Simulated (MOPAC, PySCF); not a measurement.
CH$_{3}$FSi, SMILES `C[Si]F` (lower singlet), neutral singlet in the gas phase. This singlet lies 1.87 eV below the relaxed triplet at the level frozen-core CCSD(T)/cc-pVTZ // B3LYP-D3(BJ)/def2-TZVP (Ansatz).

Cartesian coordinates (Å):
```xyz
6

C     -0.5468     0.0029    -0.0783
Si     1.1366    -0.8373    -0.3004
F      2.0569     0.2693     0.4596
H     -1.3581    -0.5547    -0.5505
H     -0.7680     0.1056     0.9909
H     -0.5219     1.0163    -0.4948
```
Charge 0, spin multiplicity 1.

All levels are single points at this geometry (B3LYP-D3(BJ)/def2-TZVP); Pople sets use spherical d functions. Orbital energies aren't observables, and empty levels follow the basis.

HF/6-31G* in PySCF gives dipole (D) = 1.59.

Q: Estimate the dipole (D) from each of these levels: B3LYP-D3(BJ)/def2-TZVP in PySCF; PBE-D3(BJ)/def2-TZVP in PySCF; B3LYP/LANL2DZ in PySCF; M06-2X/6-31G* in PySCF; SVWN5/6-31G* in PySCF; HF/3-21G in PySCF; HF/STO-3G in PySCF; PM3 in MOPAC.

A: 
```tsv
level	dipole (D)
B3LYP-D3(BJ)/def2-TZVP in PySCF	1.53
PBE-D3(BJ)/def2-TZVP in PySCF	1.51
B3LYP/LANL2DZ in PySCF	1.97
M06-2X/6-31G* in PySCF	1.41
SVWN5/6-31G* in PySCF	1.54
HF/3-21G in PySCF	1.66
HF/STO-3G in PySCF	0.72
PM3 in MOPAC	1.37
```
